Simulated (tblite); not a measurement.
Problem. Give a GFN2-xTB geometry of `O(C=O)[C@@H](C#N)CC([O-])=O`. (Charge -1.)

Solution. 
Z-matrix in Å and degrees, rows numbered from 1:
```
N 
C   1  1.1622
C   2  1.4909  1  148.44
C   3  1.5136  2  110.29  1   153.00
C   4  1.5724  3  106.26  2    30.33
O   5  1.2228  4  118.68  3   163.72
O   5  1.2553  4  112.70  3   -17.17
O   3  1.4467  2  107.52  1   -87.28
C   8  1.3007  3  118.81  2   125.44
O   9  1.2024  8  129.04  3     1.46
H   3  1.0989  2  108.30  1    28.94
H   4  1.0902  3  112.29  2   151.22
H   4  1.0918  3  110.58  2   -86.70
H   9  1.1095  8  108.38  3  -178.87
```

C9 (ester carbonyl carbon) is planar (angles 129.0°, 122.6° and 108.4°, sum 360.0°, 0.00 Å off the plane of its three neighbours). Of the pairs four or more bonds apart, C2···O7 is among the closest relative to their van der Waals radii: 1.92 Å, 60 % of the sum of Bondi's values. C5 (carboxylate carbon) is planar (angles 128.6°, 118.7° and 112.7°, sum 360.0°, 0.01 Å off the plane of its three neighbours). The C–O distances run from 1.202 Å (C9=O10, drawn double) to 1.447 Å (C3–O8, drawn single), a spread of 0.245 Å.

The geometry is computed with GFN2-xTB (gas phase).

Point group: C1 (no symmetry element, even within 0.4 Å). Its GFN2-xTB frequencies are all real (lowest 23 cm⁻¹). Torsions: N1–C2–C3–C4 153°, C2–C3–C4–C5 30°, C3–C4–C5–O6 164°, C2–C3–O8–C9 125°, C3–O8–C9–O10 1°. 3 starts were optimised and ended at 0.00, 0.05 and 0.95 kcal/mol (GFN2-xTB); the lowest of these is shown.

Hardware: Arm Neoverse V1, one thread, shared host with 32 logical CPUs at a one-minute load of 11. Cost: 1.0 s wall. This is the geometry optimisation.

One conformer stands for the species.
